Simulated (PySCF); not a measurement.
Gas-phase reaction: 2 Sn(OH)2 + 2 HO2 ⇌ 2 SnO + 3 H2O2

Computed with PySCF (xtb for GFN2) and rigid-rotor harmonic-oscillator thermochemistry at 1 bar. † marks an energy on the PBE0/def2-TZVP geometry and frequencies; other levels use their own. MP2 and CCSD(T) freeze the core. Open shells (unrestricted): HO2 (multiplicity 2); the rest are closed-shell singlets. GFN2 has no spin-polarisation term. Sn: scalar-relativistic def2 core potential, no spin-orbit coupling. Sn(OH)2: computed as isolated molecules; such fragments, hydroxides, amides, oligomers or adducts are transient or little studied in the gas. MP2 isn't extrapolated to the basis-set limit. CCSD(T) isn't extrapolated to the basis-set limit. Warning, large T1 diagnostic: SnO (CCSD(T)/def2-SVP†). Warning, point group unlike the PBE0 one: H2O2 (GFN2-xTB).

| level | ΔH°(298 K), kJ |
|---|---|
| CCSD(T)/def2-SVP† | 360 |
| GFN2-xTB | [?] |
| M06-2X/def2-TZVP† | 485 |
| MP2/def2-SVP† | 305 |
| MP2/def2-TZVPP† | [?] |
| PBE0/def2-TZVP | 451 |
| r2SCAN/def2-TZVP† | [?] |
| LDA/def2-TZVP† | [?] |

Q: Some entries are withheld; supply them.

A: 
- GFN2-xTB, ΔH°(298 K), kJ: 115
- MP2/def2-TZVPP†, ΔH°(298 K), kJ: 312
- r2SCAN/def2-TZVP†, ΔH°(298 K), kJ: 451
- LDA/def2-TZVP†, ΔH°(298 K), kJ: 402
